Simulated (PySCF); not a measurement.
## Dipole response of Bi²⁺ (bismuth, charge +2)

[Xe] 4f14 5d10 6s2 6p1, 2P determinant. Calculation: PySCF 2.14, in aug-cc-pwCVTZ-PP with ECP60MDF (8s7p6d4f1g, 96 functions); a scalar-relativistic core potential. Coupled (time-dependent) response in atomic units; α is the mean over directions.

| method | mean α (bohr³) | α xx, yy, zz | C₆ (like pair) | S(−4) |
| --- | --- | --- | --- | --- |
| PBEsol | 15.92 | 14.82, 18.10, 14.82 | 118.1 | 65.10 |

S(−4) is the Cauchy moment in α(ω) = α(0) + S(−4) ω² + …

Spin-orbit coupling is absent.

α(iu) at PBEsol:

| u (hartree) | α(iu) (bohr³) |
| --- | --- |
| 0 | 15.92 |
| 0.0500 | 15.76 |
| 0.100 | 15.30 |
| 0.200 | 13.78 |
| 0.300 | 11.97 |
| 0.500 | 8.848 |
| 0.750 | 6.348 |
| 1.00 | 4.854 |
| 1.50 | 3.212 |
| 2.00 | 2.326 |
| 3.00 | 1.391 |
| 5.00 | 0.6493 |

For an ion, C₆ is the dispersion term alone; charge-induced terms of lower order in 1/R come first.

The components differ because the open shell of this determinant is not spherical; for a pure term their mean is the scalar polarisability.

Energies and moments cover only the electrons outside the core potential. Spin-orbit coupling, absent here, splits the open shell strongly.
